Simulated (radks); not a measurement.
Results of a calculation; reference values are marked as such.
All-electron atom: neutral xenon in [Xe].

Code: a radial shooting solver on a logarithmic mesh with Libxc functionals. Model: scalar-relativistic Kohn-Sham, exchange-only B88, spin-polarised, spherical densities, point nucleus.

Energy parts (eV):
part                   energy
total             -202595.048
kinetic            213131.801
electron-nucleus  -490481.508
Hartree             79774.450
exchange            -5019.791

Orbitals (lengths in bohr, moments of r in powers of bohr):
orbital  occ.  eigenvalue (eV)      <r>
1s          2        -34377.33  0.02665
2s          2        -5349.179   0.1146
2p          6        -4799.892   0.1003
3s          2        -1092.921   0.3064
3p          6        -915.5616   0.3044
3d         10        -652.4899   0.2809
4s          2        -196.1785   0.7167
4p          6        -140.0202   0.7650
4d         10         -58.2101   0.8776
5s          2         -18.7647    1.863
5p          6          -7.2830    2.336

The highest occupied level is 5p at -7.283 eV. Summed over all electrons, <r^2> = 61.92 bohr^2, which gives a Langevin (diamagnetic) susceptibility term of -49 x 10^-6 cm^3/mol. The density falls to 0.001 e/bohr^3 at r = 4.46 bohr. For comparison, the ionisation energy in NIST's Atomic Spectra Database is 12.130 eV (measured). In exact Kohn-Sham theory the highest level is minus the ionisation energy, but local and semilocal functionals leave it too shallow, through self-interaction and a potential that decays too fast; potentials with the right tail come closer.
